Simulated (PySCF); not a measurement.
All values below come from M06-2X/def2-TZVP // B3LYP-D3(BJ)/def2-TZVP (PySCF 2.14.0). All species are isolated molecules in the gas phase. Delta-SCF ions had no search for a lower state. Excitations are Tamm–Dancoff values on a coarser integration grid. The basis has no diffuse functions, so Rydberg states are missing or too high.

Reference species (SMILES): `[Br][Ga]([Br])[Br]` (neutral, multiplicity 1).

| Item | Result |
|---|---|
| S1–T1 gap (TDA) | 0.32 eV |
| vertical ionisation energy (Delta-SCF) | 11.06 eV |
| HOMO–LUMO gap | 8.48 eV |
| T1 excitation (TDA) | 5.17 eV |

Changed species: `[SiH3][Ga]([Br])[Br]` (1 of 3 Br replaced by SiH3; the reference has 0 of 3 Br replaced by SiH3).

Q: What does the change do to the S1–T1 gap (TDA), vertical ionisation energy (Delta-SCF), HOMO–LUMO gap and T1 excitation (TDA)?

A: the S1–T1 gap (TDA) goes up by 0.24 eV, to 0.56 eV; the vertical ionisation energy (Delta-SCF) falls by 0.95 eV, to 10.11 eV; the HOMO–LUMO gap decreases by 0.93 eV, to 7.55 eV; the T1 excitation (TDA) drops by 0.95 eV, to 4.22 eV.
